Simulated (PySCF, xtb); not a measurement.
C₄H₆, SMILES CCC#C.

Harmonic wavenumbers (cm⁻¹) from xtb 6.7.1 with GFN2-xTB at its own minimum, in rising order: 184, 195, 311, 455, 641, 665, 816, 899, 1074, 1083, 1083, 1231, 1316, 1410, 1455, 1496, 1504, 2297, 2941, 2956, 3032, 3037, 3042, 3398.

### Question
What does PySCF with PBE-D3(BJ)/def2-SVP give at its own minimum? (An estimate is asked for; the answer gives what the named calculation found.)

### Answer
195, 220, 355, 506, 637, 648, 760, 843, 1019, 1049, 1050, 1228, 1290, 1343, 1391, 1417, 1429, 2167, 2959, 2981, 2999, 3075, 3078, 3410. Paired by order, the mean absolute difference is 41 cm⁻¹ and the zero-point energies are 52.2 and 51.5 kcal/mol.
